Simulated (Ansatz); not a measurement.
Dissociation curve of CH (cation, charge +1), singlet.

Methods: RKS-PBE = Ansatz (a program for electronic structure) with restricted PBE/cc-pVDZ; RKS-B3LYP = restricted B3LYP/cc-pVDZ run with Ansatz; UKS-B3LYP = unrestricted B3LYP/cc-pVDZ run with Ansatz; UKS-PBE = unrestricted PBE/cc-pVDZ (Ansatz); FCI = full CI/cc-pVDZ, frozen core run with Ansatz.

Cost and accuracy over the 23 points of the scan, with FCI as yardstick. Costs are rough ratios of core time within Ansatz on shared cores, each with its mean field (Kohn-Sham runs search longer for lower solutions than correlated ones do); the miss is the largest error against full CI of the curve after the mean shift, in kcal/mol.

Task: Which is the cheapest of these levels that stays within 13 kcal/mol of FCI?

Result: UKS-B3LYP.

Task: Which of them comes closest to FCI within 2 times the cost of the cheapest?

Result: RKS-PBE, 13.0 kcal/mol off at most.

| level | relative cost | largest error |
|---|---|---|
| RKS-PBE | 1 | 13.0 |
| RKS-B3LYP | 1 | 23.1 |
| UKS-B3LYP | 4 | 6.7 |
| UKS-PBE | 6 | 13.2 |

Costs within a factor of two of each other count as equal.

The restricted form behind RKS-PBE, RKS-B3LYP keeps the bonding electrons paired and can't separate into open-shell fragments. The unrestricted determinant behind UKS-B3LYP, UKS-PBE is spin-contaminated at 0.84 to 4.49 Å (<S²> up to 1.0, against 0.00 for a pure singlet).
